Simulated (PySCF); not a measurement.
Potential energy of KO⁺ along the bond

Set-up: K x2c-SVPall, O x2c-SVPall; spin-free X2C with a Gaussian nucleus (PySCF 2.14). Energies in eV from K⁺ + O in their ground configurations at the same level. State: ³Σ⁻ (triplet), unpaired electrons π ↑↑.

All columns are M06-L. A positive dipole points towards O; it is taken about the centre of mass and depends on that origin.

```json
{"R (Å)": "2.590", "E (eV)": "-0.126", "μ (D)": "-3.20", "Mulliken charge on K (basis-dependent)": "0.96", "HOMO (eV)": "-13.44", "LUMO (eV)": "-10.54", "Mayer bond order": "0.08", "⟨S²⟩": "2.01"}
{"R (Å)": "2.711", "E (eV)": "-0.180", "μ (D)": "-3.37", "Mulliken charge on K (basis-dependent)": "0.96", "HOMO (eV)": "-13.25", "LUMO (eV)": "-10.33", "Mayer bond order": "0.09", "⟨S²⟩": "2.01"}
{"R (Å)": "2.831", "E (eV)": "-0.206", "μ (D)": "-3.54", "Mulliken charge on K (basis-dependent)": "0.95", "HOMO (eV)": "-13.05", "LUMO (eV)": "-10.12", "Mayer bond order": "0.09", "⟨S²⟩": "2.01"}
{"R (Å)": "2.922", "E (eV)": "-0.215", "μ (D)": "-3.67", "Mulliken charge on K (basis-dependent)": "0.95", "HOMO (eV)": "-12.90", "LUMO (eV)": "-9.97", "Mayer bond order": "0.09", "⟨S²⟩": "2.01"}
{"R (Å)": "3.012", "E (eV)": "-0.218", "μ (D)": "-3.80", "Mulliken charge on K (basis-dependent)": "0.95", "HOMO (eV)": "-12.76", "LUMO (eV)": "-9.82", "Mayer bond order": "0.09", "⟨S²⟩": "2.01"}
{"R (Å)": "3.102", "E (eV)": "-0.217", "μ (D)": "-3.94", "Mulliken charge on K (basis-dependent)": "0.95", "HOMO (eV)": "-12.62", "LUMO (eV)": "-9.68", "Mayer bond order": "0.09", "⟨S²⟩": "2.01"}
{"R (Å)": "3.223", "E (eV)": "-0.213", "μ (D)": "-4.12", "Mulliken charge on K (basis-dependent)": "0.96", "HOMO (eV)": "-12.44", "LUMO (eV)": "-9.51", "Mayer bond order": "0.09", "⟨S²⟩": "2.01"}
{"R (Å)": "3.373", "E (eV)": "-0.203", "μ (D)": "-4.34", "Mulliken charge on K (basis-dependent)": "0.96", "HOMO (eV)": "-12.23", "LUMO (eV)": "-9.30", "Mayer bond order": "0.08", "⟨S²⟩": "2.01"}
{"R (Å)": "3.554", "E (eV)": "-0.185", "μ (D)": "-4.62", "Mulliken charge on K (basis-dependent)": "0.96", "HOMO (eV)": "-11.99", "LUMO (eV)": "-9.07", "Mayer bond order": "0.08", "⟨S²⟩": "2.01"}
{"R (Å)": "3.795", "E (eV)": "-0.158", "μ (D)": "-4.99", "Mulliken charge on K (basis-dependent)": "0.97", "HOMO (eV)": "-11.69", "LUMO (eV)": "-8.78", "Mayer bond order": "0.06", "⟨S²⟩": "2.01"}
```

A fit through these points gives, at Re = 3.041 Å, μ = -3.85 D and dμ/dR = -1.48 D/Å; the reduced mass is 11.34 u.

Problem. How strong is the fundamental in the double-harmonic approximation, I = 42.26·(dμ/dR)²/μred km/mol?

Solution. I = 42.26·(-1.48)²/11.34 = 8.16 km/mol at M06-L.

The bond is weak. Basis-set superposition, not corrected here, can be much of De in a small basis, most of all at correlated wavefunction levels. For an ion De counts to the pair picked by the measured ionisation energies or electron affinities, which need not be the lowest pair at this level. The state was picked by a PBE0 search and need not be the measured ground state.
